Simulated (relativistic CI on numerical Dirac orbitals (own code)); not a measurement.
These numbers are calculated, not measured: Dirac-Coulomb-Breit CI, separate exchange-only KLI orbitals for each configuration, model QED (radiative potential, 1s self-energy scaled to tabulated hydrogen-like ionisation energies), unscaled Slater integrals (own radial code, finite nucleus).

The strongest absorption lines from the ground level of an ion, among the configurations computed and to levels below about 4740 eV (vacuum wavelength in Å, gf): 2.6254 (0.25), 3.3979 (0.43), 3.4039 (0.28), 3.4160 (0.19), 3.4334 (0.091), 3.4656 (1.5), 38.704 (0.12), 39.171 (0.17).

Task: Which ion is it?
A. Rh XLIII
B. Y XXXV
C. Mo XXXVIII
D. Rh XLI

Result: D. Rh XLI has 5 electrons and the ground level 2s²2p ²P°1/2; the strongest line goes to 2s²3d ²D3/2. The pattern of lines fixes the number of electrons, and along that sequence the line energies rise steadily with the charge (about as its square where n changes within one kind of shell, about linearly where n is kept but much faster in heavy ions where fine structure, which grows about as Z⁴, sets the gap, and irregularly where shells cross), which fixes Z. Configurations outside the model, such as inner-shell arrays, can give stronger lines. At this charge energies of transitions that change n are usually good to better than 1 %, and those within a shell (Δn = 0) to a few per cent.

LS names give the leading component of a level, which can be under half, so a name can repeat, a term be missing and a line seem to break the LS rules.
